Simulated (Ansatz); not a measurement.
**Which is lower?**

The two ends of one reaction step of ZnSiH$_{2}$S$_{2}$F$_{4}$, singlet (PBE0-D4/def2-TZVP).

A:

| atom | x (Å) | y (Å) | z (Å) |
| --- | --- | --- | --- |
| Si1 | -1.2858 | 1.1353 | -0.4875 |
| F2 | 2.0950 | -0.2568 | -1.0294 |
| F3 | -1.1831 | -0.2995 | -1.1280 |
| F4 | -2.5937 | 1.2017 | 0.3731 |
| F5 | -1.3774 | 2.1723 | -1.6587 |
| H6 | 1.2108 | 1.5570 | -0.2563 |
| S7 | 0.3457 | 1.5179 | 0.7858 |
| Zn8 | 1.2715 | -1.0935 | 0.3129 |
| S9 | 0.5116 | -2.4138 | 1.8351 |
| H10 | 1.0054 | -3.5205 | 1.2530 |

B:

Si1  (-1.422, 1.241, -0.459)
F2  (2.108, -0.252, -0.712)
F3  (-1.652, -0.286, -0.817)
F4  (-2.777, 1.791, 0.119)
F5  (-1.162, 1.996, -1.815)
H6  (1.787, 0.628, -0.633)
S7  (0.160, 1.455, 0.867)
Zn8  (0.551, -0.736, 1.053)
S9  (0.758, -2.789, 1.685)
H10  (1.649, -3.049, 0.712)
(Å)

Program: Ansatz 0.2.0. Basis: def2-TZVPP. Cores are frozen in the correlated methods. The 3s and 3p shells of Cu and Zn are frozen; filled d shells are correlated. B3LYP uses VWN-RPA correlation.

(1) Which structure is lower at CCSD(T), and by how much? (To be estimated.)

No T1 diagnostic of these runs exceeds 0.014.

Answers

(1) Computed: B, by 41.6 kJ/mol (electronic energy, against the other). By their contacts, A is a complex of SiHSF₃ ([F][Si]([F])([F])[SH]) + ZnHSF ([F][Zn][SH]) and B is a complex of ZnSiHS₂F₃ ([F][Si]([F])([F])[S][Zn][SH]) + HF.

All methods give the same order:

```json
{"method": "SPW92", "E(B) − E(A) (kJ/mol)": "-44.3"}
{"method": "PBE-D4", "E(B) − E(A) (kJ/mol)": "-39.9"}
{"method": "BLYP-D4", "E(B) − E(A) (kJ/mol)": "-27.9"}
{"method": "r2SCAN-D4", "E(B) − E(A) (kJ/mol)": "-37.4"}
{"method": "B97M-V", "E(B) − E(A) (kJ/mol)": "-34.8"}
{"method": "PBE0-D4", "E(B) − E(A) (kJ/mol)": "-45.5"}
{"method": "B3LYP-D4", "E(B) − E(A) (kJ/mol)": "-33.7"}
{"method": "r2SCAN0-D4", "E(B) − E(A) (kJ/mol)": "-43.5"}
{"method": "BHLYP-D4", "E(B) − E(A) (kJ/mol)": "-37.3"}
{"method": "CAM-B3LYP-D4", "E(B) − E(A) (kJ/mol)": "-32.3"}
{"method": "wB97X-V", "E(B) − E(A) (kJ/mol)": "-36.0"}
{"method": "wB97M-V", "E(B) − E(A) (kJ/mol)": "-41.2"}
{"method": "B2PLYP", "E(B) − E(A) (kJ/mol)": "-37.9"}
{"method": "PBE-QIDH", "E(B) − E(A) (kJ/mol)": "-48.0"}
{"method": "RPA on PBE", "E(B) − E(A) (kJ/mol)": "-35.0"}
{"method": "HF", "E(B) − E(A) (kJ/mol)": "-38.4"}
{"method": "MP2", "E(B) − E(A) (kJ/mol)": "-46.6"}
{"method": "CCSD", "E(B) − E(A) (kJ/mol)": "-40.1"}
{"method": "CCSD(T)", "E(B) − E(A) (kJ/mol)": "-41.6"}
```

Labels in which every atom is bracketed show which atoms are joined, not bond orders.

For scale, one of the runs: CCSD(T)/def2-TZVPP, 342 basis functions, launched by `ansatz run in.yaml --threads 4 --pin off --events-out ev --progress --plain --max-ram 46080MiB --backend cuda --devices 0, --max-vram 37GiB`. Time: 18 s of wall clock on 4 CPU threads of an AMD EPYC 7R13 and a share of one NVIDIA H100; the host was shared. Peak host memory: 0.9 GiB.
